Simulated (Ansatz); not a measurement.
H2AlClN, SMILES `[NH2][Al-][Cl]` (lower singlet) (charge -1, multiplicity 1). This singlet lies 1.86 eV below the relaxed triplet at the level frozen-core CCSD(T)/aug-cc-pVDZ // PBE0-D3(BJ)/def2-TZVPD (Ansatz, a program for electronic structure).

Method: Ansatz with r2SCAN/aug-cc-pVTZ // PBE0-D3(BJ)/def2-TZVPD.

Ansatz 0.2 input:
```yaml
crystal:
  periodic: [false, false, false]
  atoms:
    - { symbol: N, position_ang: [-0.713456, 0.043798, 0.013681] }
    - { symbol: Al, position_ang: [0.772367, 1.093597, 0.256925] }
    - { symbol: Cl, position_ang: [2.313731, -0.584101, -0.149805] }
    - { symbol: H, position_ang: [-1.659268, 0.387677, 0.098878] }
    - { symbol: H, position_ang: [-0.713375, -0.940973, -0.219679] }
basis:
  gaussian: { orbitals: aug-cc-pVTZ }
hamiltonian:
  xc: r2scan
total_charge: -1
```

Output:

```
Functional definition: r2SCAN
1029 factors; their error is unknown
mean field evaluation 1: about -20640.3207 eV, gradient 4.7e1 eV
mean field evaluation 2: about -20609.8805 eV, gradient 1.1e2 eV
mean field evaluation 4: about -20644.5986 eV, gradient 6.5e0 eV
mean field evaluation 8: about -20644.7454 eV, gradient 1.2e-1 eV
mean field evaluation 16: about -20644.7134 eV, gradient 1.9e-4 eV
mean field -20644.71336554 eV, -758.6792226941 hartree, gradient 1.7e-5 eV, S^2 0.000000; 0 other end points of the search recorded, 0 dependent functions left out
reference -20644.71338306 eV, -758.6792233382 hartree; 20, 20 occupied and 172, 172 virtual orbitals, 1029 factors
Total energy: -20644.71338306 eV, -758.6792233382 hartree
```
